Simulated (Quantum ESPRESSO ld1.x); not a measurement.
Problem. Species: In4+. Configuration: [Ar] 3d10 4s2 4p5 4d9 5p1 (not the ground configuration). Calculated with ld1.x of Quantum ESPRESSO 7.5: Dirac Kohn-Sham, LDA (Slater exchange, VWN5 correlation), spin-unpolarised, spherical densities, point nucleus; open shells fill j = l - 1/2 first. Some entries of the table are withheld. Estimate them.

| orbital | occ. | eigenvalue (Ry) | <1/r> (bohr^-1) | r(max) (bohr) |
|---|---|---|---|---|
| 1s1/2 | 2 | -2040.72 | 51.81 | 0.01923 |
| 2s1/2 | 2 | -309.311 | 11.99 | 0.1088 |
| 2p1/2 | 2 | -288.923 | 11.98 | 0.08384 |
| 2p3/2 | 4 | -273.443 | 11.19 | 0.08828 |
| 3s1/2 | 2 | -62.2163 | 4.222 | 0.3160 |
| 3p1/2 | 2 | (1) | 4.134 | 0.3022 |
| 3p3/2 | 4 | (2) | 3.940 | 0.3124 |
| 3d3/2 | 4 | -36.5422 | 3.786 | 0.2561 |
| 3d5/2 | 6 | -35.9680 | 3.736 | 0.2591 |
| 4s1/2 | 2 | -12.9564 | 1.669 | 0.7657 |
| 4p1/2 | 2 | -10.2192 | 1.558 | 0.7926 |
| 4p3/2 | 3 | -9.70268 | 1.497 | 0.8167 |
| 4d3/2 | 4 | -5.36915 | 1.239 | 0.8998 |
| 4d5/2 | 5 | -5.29404 | 1.224 | 0.9086 |
| 5s1/2 | 0 | -3.59644 | 0.6513 | 1.847 |
| 5p1/2 | 1 | -2.89796 | 0.5787 | (3) |
| 5p3/2 | 0 | -2.81781 | 0.5626 | (4) |
| 4f5/2 | 0 | -1.52593 | 0.5280 | 2.032 |
| 4f7/2 | 0 | -1.52445 | 0.5264 | 2.038 |

Solution. 
(1) 3p1/2 eigenvalue (Ry): -53.9750
(2) 3p3/2 eigenvalue (Ry): -51.1769
(3) 5p1/2 r(max) (bohr): 2.052
(4) 5p3/2 r(max) (bohr): 2.110
